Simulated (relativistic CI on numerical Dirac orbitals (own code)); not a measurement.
Energy levels of Lu²⁰⁺

Method of calculation: Dirac-Coulomb-Breit CI, separate exchange-only KLI orbitals for each configuration, a model potential for QED, unscaled Slater integrals (own radial code, finite nucleus).

Configurations in the expansion (outside the closed core [Ar] 3d10 4p6 4d10): 4s²4f⁵, 4s²4f⁴5s, 4s²4f³5s², 4s²4f⁴5p, 4s²4f³5s5p, 4s²4f³5p², 4s²4f⁴6s, 4s4f⁶. Levels of other configurations are missing.

The lowest level is 4s²4f⁵ ⁶H°5/2, with 84 % of that term; Hund's rules for 4s²4f⁵ give ⁶H° with J = 5/2, in agreement.

| No. | Configuration | Term | J | E (cm⁻¹) | % | Next component (%) | jj configuration (%) |
| --- | --- | --- | --- | --- | --- | --- | --- |
| 1 | 4s²4f⁵ | ⁶H° | 5/2 | 0.0 | 84 | 14 ⁴G° | 4f5/2^4 4f7/2 (32) |
| 2 | 4s²4f⁵ | ⁶H° | 7/2 | 5760.9 | 90 | 8 ⁴G° | 4f5/2^4 4f7/2 (54) |
| 3 | 4s²4f⁵ | ⁶H° | 9/2 | 11641.8 | 93 | 4 ⁴G° | 4f5/2^3 4f7/2^2 (62) |
| 4 | 4s²4f⁵ | ⁶H° | 11/2 | 17305.5 | 93 | 4 ⁴I° | 4f5/2^3 4f7/2^2 (44) |
| 5 | 4s²4f⁵ | ⁶F° | 1/2 | 19463.6 | 90 | 9 ⁴D° | 4f5/2^3 4f7/2^2 (47) |
| 6 | 4s²4f⁵ | ⁶F° | 3/2 | 19520.4 | 83 | 9 ⁴F° | 4f5/2^4 4f7/2 (56) |
| 7 | 4s²4f⁵ | ⁶F° | 5/2 | 20529.6 | 73 | 13 ⁴F° | 4f5/2^3 4f7/2^2 (41) |
| 8 | 4s²4f⁵ | ⁶H° | 13/2 | 22611.5 | 89 | 9 ⁴I° | 4f5/2^2 4f7/2^3 (41) |
| 9 | 4s²4f⁵ | ⁶F° | 7/2 | 25353.0 | 82 | 11 ⁴F° | 4f5/2^3 4f7/2^2 (45) |
| 10 | 4s²4f⁵ | ⁶H° | 15/2 | 27307.6 | 80 | 16 ⁴I° | 4f5/2^2 4f7/2^3 (36) |
| 11 | 4s²4f⁵ | ⁶F° | 9/2 | 31218.6 | 88 | 6 ⁴F° | 4f5/2^3 4f7/2^2 (43) |
| 12 | 4s²4f⁵ | ⁶F° | 11/2 | 37279.9 | 90 | 9 ⁴G° | 4f5/2^2 4f7/2^3 (41) |
| 13 | 4s²4f⁵ | ⁴G° | 5/2 | 40746.4 | 35 | 17 ⁶F° | 4f5/2^3 4f7/2^2 (37) |
| 14 | 4s²4f⁵ | ⁴M° | 15/2 | 44134.1 | 59 | 18 ²L° | 4f5/2^4 4f7/2 (66) |
| 15 | 4s²4f⁵ | ⁴F° | 3/2 | 45233.4 | 86 | 10 ⁶F° | 4f5/2^3 4f7/2^2 (60) |
| 16 | 4s²4f⁵ | ⁴I° | 9/2 | 50197.7 | 83 | 11 ²H° | 4f5/2^3 4f7/2^2 (48) |
| 17 | 4s²4f⁵ | ⁴K° | 11/2 | 50726.4 | 47 | 41 ⁴I° | 4f5/2^4 4f7/2 (42) |
| 18 | 4s²4f⁵ | ⁴L° | 13/2 | 50727.7 | 35 | 32 ⁴K° | 4f5/2^4 4f7/2 (49) |
| 19 | 4s²4f⁵ | ⁴G° | 7/2 | 50803.1 | 54 | 21 ⁴F° | 4f5/2^3 4f7/2^2 (38) |
| 20 | 4s²4f⁵ | ⁴M° | 17/2 | 53489.9 | 75 | 13 ⁴L° | 4f5/2^3 4f7/2^2 (89) |
| 21 | 4s²4f⁵ | ⁴P° | 5/2 | 56599.8 | 28 | 19 ⁴D° | 4f5/2^4 4f7/2 (48) |
| 22 | 4s²4f⁵ | ⁴K° | 15/2 | 58738.3 | 27 | 24 ⁴M° | 4f5/2^3 4f7/2^2 (55) |
| 23 | 4s²4f⁵ | ⁴M° | 19/2 | 60034.2 | 80 | 12 ⁴L° | 4f5/2^3 4f7/2^2 (51) |
| 24 | 4s²4f⁵ | ⁴G° | 9/2 | 60342.2 | 65 | 17 ⁴H° | 4f5/2^3 4f7/2^2 (63) |
| 25 | 4s²4f⁵ | ⁴F° | 5/2 | 61191.4 | 63 | 18 ⁴G° | 4f5/2^2 4f7/2^3 (52) |
| 26 | 4s²4f⁵ | ²P° | 1/2 | 62421.1 | 59 | 34 ⁴D° | 4f5/2^4 4f7/2 (56) |
| 27 | 4s²4f⁵ | ⁴L° | 13/2 | 63918.2 | 52 | 33 ⁴I° | 4f5/2^3 4f7/2^2 (51) |
| 28 | 4s²4f⁵ | ⁴M° | 21/2 | 64105.6 | 79 | 19 ²N° | 4f5/2^3 4f7/2^2 (50) |
| 29 | 4s²4f⁵ | ⁶P° | 3/2 | 64558.2 | 48 | 34 ⁴P° | 4f5/2^3 4f7/2^2 (73) |
| 30 | 4s²4f⁵ | ⁴L° | 15/2 | 64577.5 | 44 | 17 ²K° | 4f5/2^3 4f7/2^2 (72) |

Energies count from the lowest computed level; ° marks odd parity. Filled j subshells are mostly left out of the jj labels.

The mean weight of the leading LS term, summed over parents, in these 30 levels is 68 %, and that of the leading jj configuration (from the same eigenvectors) 51 %, so LS coupling describes them better.

At this charge energies of transitions that change n are usually good to better than 1 %, and those within a shell (Δn = 0) to a few per cent. Terms inside the open d or f shell come out 10 to 20 % too wide with unscaled integrals.

LS names give the leading component of a level, which can be under half, so a name can repeat, a term be missing and a line seem to break the LS rules.
